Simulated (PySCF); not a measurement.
**How methods differ on the excitation energy of Ne⁺**

Ne⁺ [He] 2s2 2p5 (2P) → Ne⁺ [He] 2s1 2p6 (2S), as a difference of total energies. Calculation: PySCF 2.14, in x2c-TZVPPall; scalar relativity by spin-free X2C-1e. Correlated levels: valence and next inner shell: nothing frozen. The calculations carry no spin-orbit coupling.

```
                                method  excitation energy (eV)
                                   UHF                  29.692
    MP2 (valence and next inner shell)                  27.588
SCS-MP2 (valence and next inner shell)                  27.470
   CCSD (valence and next inner shell)                  27.243
CCSD(T) (valence and next inner shell)                  27.129
```

Question: How much does correlation contribute at CCSD(T) (valence and next inner shell)?

Answer: 27.129 − (29.692) = -2.563 eV, measured against UHF.

Errors of the correlated levels include the incompleteness of this basis.

For comparison: 26.878 eV (measured; NIST levels, between the centres of gravity of the two terms).
